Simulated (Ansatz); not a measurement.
Diatomic SnO, closed-shell singlet (the spin of the measured ground state). No spin–orbit coupling.

Seven points along R, fitted to fifth degree in 1/R; most abundant isotopes. In def2 and cc sets the state is the lowest found near the PBE0 minimum, followed along R. The singlet is held restricted.

Correlated levels freeze the inner cores; with def2 sets outer-core shells near the valence are correlated too.

Programs: Ansatz (Gaussian basis) for Hartree–Fock, density functionals and correlated methods. Each number belongs to the level named beside it. In def2 rows elements past Kr take small-core potentials, without spin–orbit coupling.

Energies at B2PLYP/def2-TZVPP:

```
R (Å)       E (hartree)
--------  -------------
1.690571  -289.29145825
1.736017  -289.30216617
1.777826  -289.30805024
1.825090  -289.31105665
1.872353  -289.31101526
1.926888  -289.30808192
1.990511  -289.30182117
```

Task: With a reduced mass of 14.1123 u, find the minimum, the force constant and the constants.

Result: A fifth-degree polynomial in 1/R puts the minimum at r_e = 1.8475 Å with force constant 525 N/m. Then ω_e = (1/2πc)√(k/μ) = 794 cm⁻¹ and B_e = h/(8π²cμr_e²) = 0.3500 cm⁻¹; the cubic and quartic terms give α_e = 0.0022 and ω_e x_e = 3.8 cm⁻¹.

Ansatz is a first-principles code.
